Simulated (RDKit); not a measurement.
A run for RDKit: MMFF94 on CH3NS (a complex), monomers drawn apart or pushed together.

```python
from rdkit import Chem
from rdkit.Chem import AllChem, rdDetermineBonds

blocks = [
'''3

S     0.21904765    0.02306503   -0.80221055
H     0.31103920   -0.04992053    0.53737774
H    -0.01054650   -1.29399874   -0.92292390
''',
'''3

C     0.71941046   -0.16359354    5.94275244
N     0.61819142   -0.21826395    4.80333355
H     0.81336509   -0.11299037    7.00444023
''',
]
mol = None
for b in blocks:
    f = Chem.MolFromXYZBlock(b)
    rdDetermineBonds.DetermineBonds(f, charge=0)
    mol = f if mol is None else Chem.CombineMols(mol, f)
Chem.SanitizeMol(mol)
print(Chem.MolToSmiles(Chem.RemoveHs(mol)))
ff = AllChem.MMFFGetMoleculeForceField(mol, AllChem.MMFFGetMoleculeProperties(mol), nonBondedThresh=100.0, ignoreInterfragInteractions=False)
e = ff.CalcEnergy()
print(f'MMFF94 energy {e:.6f} kcal/mol')
```

Output:

```
C#N.S
MMFF94 energy -0.410337 kcal/mol
```

The run finished.

Cost: about 0.020 core-seconds (a rough figure).
